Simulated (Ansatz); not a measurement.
A made-up structure of NaHSeS, singlet:

Na1  (-0.642, 1.757, -0.648)
S2  (-1.167, -0.105, 0.966)
Se3  (0.968, -0.343, 0.398)
H4  (-1.980, -0.635, 1.918)
(Å)

It is relaxed with PBE-D4/def2-SVP and then PBE0-D4/def2-TZVP (Ansatz 0.2.0). Atoms count as bonded within 1.22 times the sum of their covalent radii (H–H: 0.88 Å). The end point is not checked to be a true minimum.

Task: Does its bonding change? (Judge from chemistry; the calculation decides.)

Result: Computed: No: no bond forms or breaks.

Where it ends: The first stage lowers the energy by 0.94 eV in 10 steps. It ends as NaHSeS ([Na]1[SH][Se]1):
Na1  (-0.511, 1.807, -0.376)
S2  (-1.472, -0.540, 0.651)
Se3  (0.758, -0.360, 0.404)
H4  (-1.596, -0.233, 1.956)
(Å)

Labels in which every atom is bracketed show which atoms are joined, not bond orders.

For scale, one of the runs: PBE0-D4/def2-TZVP relaxation, 123 basis functions, launched by `ansatz run in.yaml --threads 2 --pin off --events-out ev --progress --plain --max-ram 4352MiB`. Hardware: 2 CPU threads of an Intel Xeon 6975P-C, shared host. Wall time about 11 s.
